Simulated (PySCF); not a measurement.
Species: C₅H₁₄NPSi₂.
Atom-mapped SMILES: `[CH2:1]=[C:2]([CH3:3])[Si@@H:4]1[CH2:5][CH2:6][Si@H:7]([PH2:8])[NH:9]1`

Structure used (GFN2-xTB), in Å, numbered top down from 1:
```
atom  x, y, z in Å
C1    -1.8921    0.3844   -1.5266
C2    -2.0167   -0.2622   -0.3757
C3    -3.3589   -0.5985    0.1951
Si4   -0.5089   -0.7769    0.6353
C5     0.2797    0.6586    1.6026
C6     1.7969    0.4667    1.6013
Si7    2.3057   -0.2530   -0.0846
P8     2.6053    1.3617   -1.6235
N9     0.8452   -1.1237   -0.3948
H10   -2.7467    0.6960   -2.1097
H11   -0.9247    0.6324   -1.9332
H12   -3.4476   -1.6754    0.3307
H13   -4.1648   -0.2570   -0.4516
H14   -3.4732   -0.1361    1.1745
H15   -0.7874   -1.9545    1.4740
H16    0.0411    1.5962    1.0964
H17   -0.0916    0.7524    2.6235
H18    2.0689   -0.2507    2.3750
H19    2.3035    1.4012    1.8445
H20    3.4172   -1.2148    0.0152
H21    3.8476    1.7456   -1.1472
H22    3.1669    0.5116   -2.5621
H23    0.7300   -1.6771   -1.2247
```

NICS is the negative of the GIAO shielding at a point without a nucleus: at the ring centre (0) and 1 Å above and below it (1); zz is the component along the ring normal. Level: GIAO PBE0/pcSseg-1 (PySCF, non-relativistic, gas phase) on the GFN2-xTB geometry, one conformer.

Ring bond lengths (Å), with Mayer bond orders in brackets: Si4–C5 1.902 (0.93), C5–C6 1.529 (1.03), C6–Si7 1.902 (0.91), Si7–N9 1.728 (0.99), N9–Si4 1.736 (0.93).

Question: What do the NICS probes read (ppm)?

Answer: 
```json
{"ring": "Si4–C5–C6–Si7–N9", "type": "5-membered ring with N and 2 Si; formal bonds all single", "NICS(0)": "-5.1", "NICS(1), two faces": "-2.9 / -2.9", "NICS(1)zz, two faces": "-1.9 / -0.7", "rms pucker (Å)": "0.17", "centre to ring atoms, mean (Å)": "1.48"}
```

Question: What can be read from them?

Answer: 
- Si4–C5–C6–Si7–N9: mean NICS(1)zz -1.3 ppm, near zero. Si4, C5, C6, Si7 have four or more neighbours, so the value isn't read as a sign of a π ring current.

Question: At the second NICS(1) probe listed for ring Si4–C5–C6–Si7–N9, 1 Å off the ring, how large is the induced field along the normal in 1 T applied along it?

Answer: NICSzz × B0 = -0.7 ppm × 1 T = -1 μT, against the applied field.

Question: How shielded are the nuclei of the rings and their hydrogens (means over atoms taken as equivalent)?

Answer: 
```tsv
atoms	environment	σ isotropic (ppm)	principal values of the symmetric part, first atom (ppm)
Si4	SiH silicon	355.4	325.2, 354.5, 386.6
C5	sp3 carbon bound to silicon	174.9	166.0, 175.8, 182.8
C6	sp3 carbon bound to silicon	174.7	161.9, 176.5, 185.6
Si7	SiH silicon	347.8	306.9, 351.8, 384.8
N9	nitrogen bridging silicon atoms	236.9	221.2, 230.4, 259.0
H15	Si–H hydrogen	26.54	22.4, 24.6, 32.6
H16	methylene hydrogen	30.82	26.9, 28.9, 36.7
H17	methylene hydrogen	30.38	24.7, 28.5, 38.0
H18	methylene hydrogen	30.55	25.2, 28.1, 38.4
H19	methylene hydrogen	30.57	26.0, 27.8, 37.9
H20	Si–H hydrogen	25.86	21.5, 24.2, 31.9
H23	N–H hydrogen	31.83	23.7, 28.9, 42.9
```

On Intel Xeon 6975P-C, one thread, no GPU, shared host with 32 logical CPUs at a one-minute load of 19, this took 50 s wall and 1.1 GiB of memory at its peak. This is the whole shielding run at PBE0/pcSseg-1, SCF included.
